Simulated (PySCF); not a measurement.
CoF₂ + CoCl₂ → 2 CoFCl

Level: PBE0 in the def2-TZVP basis family, all electrons, no relativity, computed in PySCF with density fitting; open shells unrestricted.

| species | state and structure | E (Eh) | ZPE (kJ/mol) | H(298 K) − H(0) (kJ/mol) | S° (J/(mol K)) |
| --- | --- | --- | --- | --- | --- |
| CoF₂ | quartet, D∞h, Co–F 1.737 Å (×2) | -1582.19635 | 10.0 | 12.6 | 264.6 |
| CoCl₂ | quartet, D∞h, Co–Cl 2.090 Å (×2) | -2302.77658 | 6.1 | 14.3 | 292.7 |
| CoFCl | quartet, C∞v, Co–Cl 2.112 Å, Co–F 1.742 Å; Cl–Co–F 180.0° | -1942.48487 | 8.0 | 13.4 | 283.8 |

Task: What is the electronic reaction energy?

Result: At PBE0/def2-TZVP, ΔE = 8.4 kJ/mol from the differences of the total energies times 2625.5, uphill. Ligand scrambling is nearly thermoneutral, as expected when bond energies add up.

Task: Add zero-point, thermal and entropy terms for 298.15 K and 1 bar.

Result: ΔZPE = -0.1 and Δ[H(298) − H(0)] = -0.1 kJ/mol give ΔH° = 8.2 kJ/mol. ΔS° = 10.3 J/(mol K), so ΔG° = 8.2 − 298.15 × (0.0103) = 5 kJ/mol and log₁₀K = -0.9.

Open d or f shells are single determinants, so the state found may not be the ground state. Each species is the lowest minimum found with this bonding; other isomers or fragments can lie lower.
